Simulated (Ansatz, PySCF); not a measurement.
H2O2Ta, SMILES [OH][Ta][OH] (connectivity only; charge and spin as stated), neutral, multiplicity 4. Atoms are numbered in the order given.

```xyz
5

Ta     0.0000     0.0000     0.0108
O      0.0000     1.8961     0.0108
H      0.0000     2.8499     0.0108
O      0.0000    -1.8961     0.0108
H      0.0000    -2.8499     0.0108
```
Charge 0, spin multiplicity 4.

Coordinates come from a r2SCAN-D4/def2-TZVP optimisation. The spin state was assumed, not searched. The def2 effective core potentials stand for the cores of Ta; spin–orbit coupling is left out. Other conformers were not sampled.

Two levels are set side by side: PBE-D3(BJ)/def2-TZVP (Ansatz, a first-principles code) and r2SCAN-D4/def2-TZVP (Ansatz). Each level has its own optimised geometry; the coordinates shown are those of the second. Frequencies come from the Hessian of PySCF at each geometry. Differences are taken from unrounded values.

| quantity | r2SCAN-D4 | PBE-D3(BJ) | PBE-D3(BJ) minus r2SCAN-D4 |
|---|---|---|---|
| mean bond length (Å) | 1.425 | 1.430 | 0.005 |
| bond Ta1–O2 (Å) | 1.896 | 1.899 | 0.003 |
| bond Ta1–O4 (Å) | 1.896 | 1.899 | 0.003 |
| bond O2–H3 (Å) | 0.954 | 0.962 | 0.008 |
| bond O4–H5 (Å) | 0.954 | 0.962 | 0.008 |
| highest harmonic wavenumber (cm⁻¹) | 3963 | 3869 | -93 |
| mean harmonic wavenumber (cm⁻¹) | 1106 | 1074 | -32 |
| zero-point energy (kcal/mol) | 15.81 | 15.35 | -0.46 |
